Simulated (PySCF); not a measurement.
Assignment exercise: C4H6BN

Molfile (atoms numbered from 1):
```
C4H6BN
     RDKit          3D

 12 11  0  0  0  0  0  0  0  0999 V2000
   -1.5576   -0.2897    0.3905 B   0  0  0  0  0  0  0  0  0  0  0  0
   -0.0763   -0.1381    0.0420 N   0  0  0  0  0  0  0  0  0  0  0  0
    1.0375   -0.0299   -0.2228 C   0  0  0  0  0  0  0  0  0  0  0  0
    2.4509    0.0984   -0.5637 C   0  0  0  0  0  0  0  0  0  0  0  0
    3.0328    1.3573   -0.1095 C   0  0  0  0  0  0  0  0  0  0  0  0
    3.5165    2.3988    0.2644 C   0  0  0  0  0  0  0  0  0  0  0  0
   -1.5922   -0.5934    1.5748 H   0  0  0  0  0  0  0  0  0  0  0  0
   -2.0660    0.7990    0.1609 H   0  0  0  0  0  0  0  0  0  0  0  0
   -1.9793   -1.1751   -0.3410 H   0  0  0  0  0  0  0  0  0  0  0  0
    2.5479   -0.0012   -1.6592 H   0  0  0  0  0  0  0  0  0  0  0  0
    2.9879   -0.7601   -0.1230 H   0  0  0  0  0  0  0  0  0  0  0  0
    3.9451    3.3270    0.5975 H   0  0  0  0  0  0  0  0  0  0  0  0
  1  2  1  0
  2  3  3  0
  3  4  1  0
  4  5  1  0
  5  6  3  0
  1  7  1  0
  1  8  1  0
  1  9  1  0
  4 10  1  0
  4 11  1  0
  6 12  1  0
M  CHG  2   1  -1   2   1
M  END
```

[PySCF: B3LYP/pcJ-1 coupling constants (spin–dipole term only in couplings to heteroatoms); shieldings: GIAO PBE0/pcSseg-1; geometry: PBE0-D3(BJ)/def2-SVP; no relativistic terms; in vacuum; one conformer; one averaged value for each set of equivalent atoms]

δ = σ(ref) − σ, references computed at the same level: 13C (σref 184.41), 1H (σref 31.27) vs TMS.

(1) Assign these signals to the numbered atoms. 13C{1H} NMR (computed): δ 110.5, 81.8, 70.6, 10.4.

(2) Assign these signals to the numbered atoms. 1H NMR (600 MHz, computed): δ 3.43 (qd, J = 6.0, 4.3 Hz, 2H), 2.31 (t, J = 4.3 Hz, 1H), 2.17 (br, 3H).

Answers

(1) 
| δ (ppm) | atoms | environment | reason |
| --- | --- | --- | --- |
| 110.5 | C3 | nitrilium-type carbon | – |
| 81.8 | C6 | terminal alkyne carbon | sp carbons lie upfield of alkene carbons because the cylindrical π system leaves one tensor component strongly shielded |
| 70.6 | C5 | alkyne carbon | the triple bond shields along its axis, which puts it between sp3 and sp2 carbons |
| 10.4 | C4 | sp3 CH2 α to a nitrile | aliphatic region, no heteroatom directly attached |

(2) 
```tsv
δ (ppm)	atoms	environment	reason
3.43	H10/H11	hydrogen on an sp3 CH2 α to a nitrile	–
2.31	H12	hydrogen on a terminal alkyne carbon	it lies on the axis of the triple bond, in its shielding cone
2.17	H7/H8/H9	hydrogen on a boron bonded to N	–
```

Hydrogens on boron are broadened and split by 11B (spin 3/2, 80 %) and 10B (spin 3). Multiplet labels drop couplings under 1 Hz and merge nearly equal ones. Shifts are as computed. Against solution values, carbons near 30 ppm lie about +2 ppm off and those near 130 ppm about +5 ppm. Of 1313 compounds with measured shifts, 239 miss one by over three times the rms of a fit or turn the order of signals round; such compounds aren't used in these exercises.
